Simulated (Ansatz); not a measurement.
Relaxation of H5NOSi2 (9 atoms, charge 0, multiplicity 1), to a largest force component of 0.015 eV/Å in at most 40 steps.

The calculation used Ansatz, RKS PBE0/STO-3G.

```xyz
9
Properties=species:S:1:pos:R:3:forces:R:3
N 0.525 1.623 -1.678 2.37 0.46 1.82
Si 0.466 0.636 -0.397 -1.79 -1.03 -0.47
O 1.749 0.906 0.560 1.60 2.81 -2.17
Si -0.873 -1.014 0.488 -0.36 -0.30 0.01
H -0.181 1.616 -2.398 -1.97 -0.58 -1.25
H 1.919 0.439 1.373 -0.28 -2.00 2.43
H -0.149 -2.024 1.283 -0.22 0.59 -0.42
H -1.908 -0.449 1.369 0.44 -0.23 -0.42
H -1.547 -1.732 -0.599 0.20 0.28 0.46
```

Question: Where does it end, and by what steps?

Answer: The forces met the threshold. Limits of this set-up: minimal basis. After 7 steps the energy has fallen by 0.579 eV; H5 moved furthest, 0.37 Å.

| step | energy less start (eV) | largest force component (eV/Å) | accepted |
| --- | --- | --- | --- |
| 0 | 0.0000 | 2.805 | yes |
| 1 | -0.3064 | 1.743 | yes |
| 2 | -0.4768 | 1.378 | yes |
| 3 | -0.5516 | 1.155 | yes |
| 4 | -0.5749 | 0.154 | yes |
| 5 | -0.5758 | 0.128 | yes |
| 6 | -0.5777 | 0.049 | yes |
| 7 | -0.5786 | 0.006 | yes |

```xyz
9
Properties=species:S:1:pos:R:3
N 0.535 1.599 -1.707
Si 0.520 0.654 -0.359
O 1.858 1.002 0.633
Si -0.857 -0.958 0.433
H -0.335 1.310 -2.257
H 1.778 0.365 1.421
H -0.102 -1.974 1.129
H -1.825 -0.414 1.358
H -1.572 -1.584 -0.653
```

Whether the end is a true minimum wasn't checked by a vibrational analysis.

Time of the run: 16 s on 1 thread of Arm Neoverse V1, with other jobs on the host, peak memory 0.12 GiB.
